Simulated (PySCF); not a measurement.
# Working out the ionisation energy of K⁺

K⁺ [Ar] (1S) → K²⁺ [Ne] 3s2 3p5 (2P). Calculation: PySCF 2.14, in Sapporo-DKH3-DZP-2012 (6s5p1d, 26 functions); the spin-free X2C one-electron Hamiltonian (Gaussian nucleus). Frozen: [Ne] 3s2. Energies in hartree (1 hartree = 27.21139 eV):

```json
{"part": "UHF", "K⁺ (lower)": "-601.297166", "K²⁺ (upper)": "-600.177139"}
{"part": "CCSD correlation", "K⁺ (lower)": "-0.152327", "K²⁺ (upper)": "-0.109552"}
{"part": "(T)", "K⁺ (lower)": "-0.000430", "K²⁺ (upper)": "-0.000155"}
```

Problem. What does Hartree-Fock give?

Solution. (-600.177139) − (-601.297166) = 1.120027 hartree = 30.477 eV.

Problem. What do CCSD and CCSD(T) give?

Solution. The CCSD correlation energies differ by 0.042775 hartree = 1.164 eV and the triples by 0.000275 hartree = 0.007 eV, so CCSD gives 31.641 eV and CCSD(T) 31.648 eV.

Reference: 31.625 eV (measured; NIST Atomic Spectra Database, ionization energies), between the lowest levels; spin-orbit coupling is absent from the calculation.

A double-zeta basis recovers only part of the correlation energy.

What remains against the reference includes basis incompleteness, the frozen core and higher excitations.
